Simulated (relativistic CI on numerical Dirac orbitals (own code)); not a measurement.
# d8 in a ligand field

Computed with a parametric ligand-field model of a d^n configuration (Racah B and C, spin-orbit zeta, crystal field), exact diagonalisation.

Field parameters in Wybourne normalisation: Oh B⁴₀ = 21Dq, B⁴₄ = √(5/14) B⁴₀. The field is a parameter set, without covalency, and values of 10Dq over about 45,000 cm⁻¹ lie beyond real compounds.

B = 1010 cm⁻¹, C = 3620 cm⁻¹ (C/B = 3.58), Oh, no spin-orbit coupling. Tanabe-Sugano data, E/B above the lowest term (Δ = |10Dq|; b, c mark the second and third term of a kind):

```tsv
Δ/B	3A2	3T2	3T1	1E	1T2	1A1
1.0	0.00	1.00	1.79	12.89	13.56	19.93
5.0	0.00	5.00	8.68	14.17	18.59	22.39
9.0	0.00	9.00	15.00	14.56	23.09	24.07
13.0	0.00	13.00	20.68	14.73	27.36	25.24
17.0	0.00	17.00	25.79	14.83	31.52	26.07
21.0	0.00	21.00	30.51	14.89	35.64	26.68
25.0	0.00	25.00	35.00	14.93	39.71	27.15
29.0	0.00	29.00	39.34	14.97	43.77	27.52
33.0	0.00	33.00	43.58	14.99	47.82	27.81
37.0	0.00	37.00	47.77	15.01	51.86	28.05
41.0	0.00	41.00	51.91	15.02	55.88	28.25
45.0	0.00	45.00	56.03	15.04	59.91	28.42
```

The ground term stays 3A2.
